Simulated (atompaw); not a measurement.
chromium: PAW (atompaw) pseudisation with LDA (PW92), scalar-relativistic reference atom.

* Element: chromium (Cr)
* Generator: atompaw 4.2.0.5
* Type: PAW
* Functional: LDA (PW92)
* Relativity: scalar-relativistic
* Frozen core: [Ar]
* Valence charge: 6
* Reference configuration: 3d5 4s0.5 4p0.5
* Partial waves: 4s (bound): rc 3.00 bohr; 4s channel at 0.9 Ry: rc 3.00 bohr; 4p (bound): rc 3.00 bohr; 4p channel at 1.9 Ry: rc 3.00 bohr; 3d (bound): rc 1.45 bohr; 3d channel at 0.05 Ry: rc 1.45 bohr
* Local potential: troulliermartins scheme with l = 3 at -0.5 Ry, radius 2.90 bohr
* Core correction: smooth core density matched at 2.80 bohr
* Augmentation charge: besselshape compensation charge, radius 2.90 bohr; PAW radius 3.00 bohr; waves and projectors: custom rrkj gramschmidtortho

- Cutoffs needed: 50 Ry and 80 Ry (the cutoffs (Ry, on a coarse ladder) from which the occupation-weighted sum of valence levels, in a spherical-Bessel basis at the reference potential, stays within 10 and 1 mRy of its value at 400 Ry)
- Ghost test: no extra level below or beside the all-electron valence levels (s, p, d, f tested) (spherical-Bessel basis up to 400 Ry, 20 bohr box)
- Lowest eigenvalue of the overlap operator: 0.43 (s channel)
- Overlap eigenvalues printed by atompaw (projector basis): 0.000338, 0.00683, 0.0938, 1.37, 7.05, 8.54
- Share of each valence orbital outside the PAW sphere: 4s 55 %, 4p 83 %, 3d 8 %
